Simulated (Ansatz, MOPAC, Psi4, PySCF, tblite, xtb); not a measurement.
Dimer H3B ··· HF (SMILES B and F) at R = 2.65 Å between the centres of mass, closest contact 1.77 Å (lowest of the rigid-body minima from ten starts at GFN2-xTB). Geometry in Å and degrees:

```
B
H 1 1.1893
H 1 1.1893 2 120.00
H 1 1.1893 2 120.00 3 -179.86
H 1 1.7678 2 89.98 3 -90.20
F 5 0.9245 4 146.38 1 179.71
```

GFN2-xTB (tblite); SAPT0/jun-cc-pVDZ, frozen core (Psi4); PBE/def2-TZVP, counterpoise-corrected (Psi4); PBE-D3(BJ)/def2-TZVP, counterpoise-corrected (Psi4); wB97M-V/def2-TZVP, counterpoise-corrected (Psi4); HF/aug-cc-pVTZ, counterpoise-corrected (Psi4); MP2/aug-cc-pVTZ = Psi4 with DF-MP2/aug-cc-pVTZ, frozen core, counterpoise-corrected; SCS-MP2/aug-cc-pVTZ = DF-SCS-MP2/aug-cc-pVTZ, frozen core, counterpoise-corrected (Psi4); RHF/aug-cc-pVDZ, counterpoise-corrected (Ansatz, an electronic-structure program); MP2/aug-cc-pVDZ = MP2 on RHF/aug-cc-pVDZ, frozen core, counterpoise-corrected (Ansatz); CCSD/aug-cc-pVDZ = CCSD on RHF/aug-cc-pVDZ, frozen core, counterpoise-corrected in Ansatz; CCSD(T)/aug-cc-pVDZ = CCSD(T) on RHF/aug-cc-pVDZ, frozen core, counterpoise-corrected (Ansatz); PM7, restricted, heats of formation (MOPAC); PM6, restricted, heats of formation (MOPAC); GFN1-xTB (xtb); RKS-B3LYP/6-31G* = restricted B3LYP/6-31G*, spherical d, no counterpoise correction in PySCF; RMP2/6-31G* = restricted MP2 (frozen core)/6-31G*, spherical d, no counterpoise correction run with PySCF; RHF/6-31G* = PySCF 2.14.0 with restricted Hartree-Fock/6-31G*, spherical d, no counterpoise correction; RKS-B3LYP/3-21G = restricted B3LYP/3-21G, no counterpoise correction in PySCF.

### Question
What interaction energy does each level give?

### Answer

| method | E_int / kcal/mol |
|---|---|
| GFN2-xTB | -3.31 |
| GFN1-xTB | -0.01 |
| RKS-B3LYP/3-21G | 3.10 |
| PM6 | 5.23 |
| RKS-B3LYP/6-31G* | 6.83 |
| PBE-D3(BJ)/def2-TZVP | 7.22 |
| PBE/def2-TZVP | 7.76 |
| RMP2/6-31G* | 9.24 |
| wB97M-V/def2-TZVP | 9.26 |
| PM7 | 9.67 |
| MP2/aug-cc-pVTZ | 10.33 |
| CCSD(T)/aug-cc-pVDZ | 10.77 |
| SCS-MP2/aug-cc-pVTZ | 10.95 |
| MP2/aug-cc-pVDZ | 11.04 |
| CCSD/aug-cc-pVDZ | 11.23 |
| SAPT0/jun-cc-pVDZ | 11.97 |
| RHF/6-31G* | 12.08 |
| HF/aug-cc-pVTZ | 13.80 |
| RHF/aug-cc-pVDZ | 13.95 |
